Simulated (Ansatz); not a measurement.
Ideal-gas functions of Cl2H3N2Ta, SMILES `[NH]=[Ta]([NH2])([Cl])[Cl]` at 500 K and 1 bar, from an Ansatz frequency run at PBE0-D4/def2-TZVP.

Molar mass 282.89 g/mol, point group Cs (symmetry number 1), electronic degeneracy 1, moments of inertia 227.467, 332.323, 415.776 u Å². Harmonic wavenumbers (cm⁻¹, unscaled): 103, 135, 152, 186, 242, 382, 385, 437, 521, 546, 579, 629, 708, 1012, 1550, 3564, 3676, 3678.

Use S(trans) = R[1.5 ln M + 2.5 ln T − 1.1517]; rotational temperatures θ = 24.2544 K / I; S(rot) = R[ln(√π/σ · √(T³/θAθBθC)) + 1.5]; for each mode x = 1.438777 ν̃/T, S = R[x/(eˣ − 1) − ln(1 − e⁻ˣ)] and H = RT x/(eˣ − 1); 1 cm⁻¹ = 0.0119627 kJ/mol; R = 8.31446 J/(mol·K).

By hand: the entropy, in J/(mol·K).

Translation 190.0. Rotation: θ = 0.1066, 0.073, 0.0583 K, giving 126.7. Vibration, mode by mode: 18.46, 16.23, 15.26, 13.61, 11.49, 7.93, 7.88, 6.94, 5.68, 5.36, 4.97, 4.43, 3.70, 1.86, 0.53, 0.00, 0.00, 0.00, in all 124.3. Electronic 0.0. Sum 441.0 J/(mol·K).

By hand: H − E and G − E in kJ/mol, counted from the electronic energy.

Zero-point energy ½ × 18485 × 0.0119627 = 110.6; thermal vibration 31.7; translation, rotation and pV give 4 RT = 16.6. H − E = 158.9 kJ/mol, and G − E = 158.9 − 500 × 441.0/1000 = -61.6 kJ/mol.

Vibration gives 28 % of the entropy, 34.7 J/(mol·K) of it from the modes under 150 cm⁻¹: soft modes count most, and the harmonic formula is weakest for them. The sum counts one conformer and one mirror image; others add a mixing term.
